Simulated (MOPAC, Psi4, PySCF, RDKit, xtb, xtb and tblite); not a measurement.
Two geometries of SMILES COC[SiH2]C#N (C3H7NOSi), relaxed at GFN2-xTB with one dihedral held; other torsions can differ between them too.

Structure A

```
13

C     -2.3078     0.0579    -0.0971
O     -1.1045    -0.5645     0.2692
C     -0.0058     0.3243     0.3230
Si     1.4742    -0.7631     0.8338
C      2.9522     0.3833     0.9156
N      3.8622     1.0775     0.9689
H     -3.0738    -0.7152    -0.1029
H     -2.2327     0.5076    -1.0954
H     -2.5824     0.8414     0.6205
H     -0.2030     1.1312     1.0446
H      0.1442     0.8049    -0.6554
H      1.2822    -1.3155     2.1742
H      1.7643    -1.7683    -0.1882
```

Structure B

```
13

C      2.3028     0.0822    -0.0653
O      1.0876    -0.5528     0.2305
C     -0.0141     0.3323     0.2804
Si    -1.4911    -0.7544     0.8105
C     -1.5464    -0.7090     2.6794
N     -1.5805    -0.6729     3.8240
H      3.0679    -0.6916    -0.0780
H      2.2628     0.5755    -1.0452
H      2.5531     0.8325     0.6953
H      0.1823     1.1490     0.9898
H     -0.1705     0.7967    -0.7046
H     -1.2877    -2.1372     0.3947
H     -2.7580    -0.1602     0.3686
```

Task: Which is lower in energy at the level DF-MP2 (frozen core)/cc-pVTZ // GFN2-xTB (Psi4), and by how much?

Result: A is lower, by 4.82 kJ/mol (dihedral O2–C3–Si4–C5: 180° in A, 90° in B).

E(B) − E(A) in kJ/mol at the other levels, on the same two geometries: GFN2-xTB (xtb and tblite) 3.58; MMFF94 // GFN2-xTB (RDKit) 7.25; PBE/def2-TZVP // GFN2-xTB (Psi4) 4.61; PBE-D3(BJ)/def2-TZVP // GFN2-xTB (Psi4) 4.40; M06-2X/def2-TZVP // GFN2-xTB (Psi4) 5.08; HF/cc-pVTZ // GFN2-xTB (Psi4) 6.00; UFF // GFN2-xTB (RDKit) 3.39; PM7, restricted, heats of formation // GFN2-xTB (MOPAC) 1.20; PM6, restricted, heats of formation // GFN2-xTB (MOPAC) 2.56; GFN1-xTB // GFN2-xTB (xtb) 1.81; restricted B3LYP/6-31G*, spherical d, density fitting // GFN2-xTB (PySCF) 4.71; restricted B3LYP/6-311+G**, spherical d, density fitting // GFN2-xTB (PySCF) 5.64; restricted Hartree-Fock/6-31G*, spherical d, density fitting // GFN2-xTB (PySCF) 6.04; restricted LDA (SVWN5)/6-31G*, spherical d, density fitting // GFN2-xTB (PySCF) 3.71.

MMFF94 has few fitted parameters for silicon.
